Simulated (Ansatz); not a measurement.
Program: Ansatz. Geometries: PBE0-D4/def2-TZVP. ΔE: electronic, gas phase. CCSD(T)/CBS adds triple-zeta CCSD(T) − MP2 to the extrapolated MP2 energy (def2 sets, frozen cores). This one scheme is used for every species. Functionals use def2-TZVPP. def2 core potentials past Kr. For In outer-core shells are correlated without core-valence functions, which leaves a few kJ/mol of doubt a bond. Each species was taken in one conformer, which may not be the lowest.

Reaction (ligand exchange at the Si–C bond): `B[SiH2][CH2][InH2]` + `C=N` → `B[SiH2]N=C` + `[CH3][InH2]`

`B[SiH2][CH2][InH2]`:

```xyz
12

B    -1.269    1.372    0.109
Si    0.473    0.957   -0.801
C     1.319   -0.498    0.002
In   -0.270   -1.755    0.778
H    -1.885    0.477    0.643
H    -1.818    2.433    0.119
H    -0.021    0.556   -2.160
H     1.342    2.156   -0.991
H     1.943   -0.178    0.839
H     1.943   -1.036   -0.715
H    -0.520   -1.801    2.486
H    -1.236   -2.681   -0.311
```

`C=N`:

Z-matrix (Å, degrees):
```
C
N 1 1.261
H 1 1.096 2 124.9
H 1 1.092 2 118.8 3 -180.0
H 2 1.021 1 111.0 3 -0.0
```

`B[SiH2]N=C`:

```xyz
10

B     0.547   -1.723   -1.039
Si    0.707   -0.171    0.220
N    -0.306    1.176   -0.243
C    -1.215    1.659    0.478
H     1.195   -2.706   -0.830
H    -0.164   -1.719   -2.000
H     2.116    0.316    0.189
H     0.408   -0.625    1.620
H    -1.822    2.499    0.117
H    -1.465    1.294    1.488
```

`[CH3][InH2]`:

```xyz
7

C     0.897   -0.332    0.324
In   -1.010    0.397   -0.362
H     1.231    0.199    1.215
H     0.807   -1.394    0.569
H     1.650   -0.236   -0.459
H    -2.036    1.315    0.687
H    -1.539    0.051   -1.973
```

```
             species  B2PLYP energy (Eh)
`B[SiH2][CH2][InH2]`          -546.94426
               `C=N`           -94.58848
        `B[SiH2]N=C`          -410.57683
       `[CH3][InH2]`          -230.96837
```

Question: Work out ΔE.

Answer: ΔE = (-410.57683) + (-230.96837) − (-546.94426) − (-94.58848) = -0.01246 Eh = -0.34 eV. CCSD(T)/CBS gives -0.17 eV.

Largest T1 diagnostic among the species: 0.013.

The D4 term adds +0.07 eV with B3LYP and +0.04 eV with PBE0; it sums over pairs of atoms, weighted by their polarisabilities, and B3LYP, whose exchange is more repulsive, gets the larger term. In def2-TZVPP, CCSD(T) changes the Hartree–Fock value by +0.26 eV (the triples alone add +0.03 eV) and MP2 by +0.24 eV.

B3LYP here is the variant with VWN-RPA as its local correlation; programs differ in this.
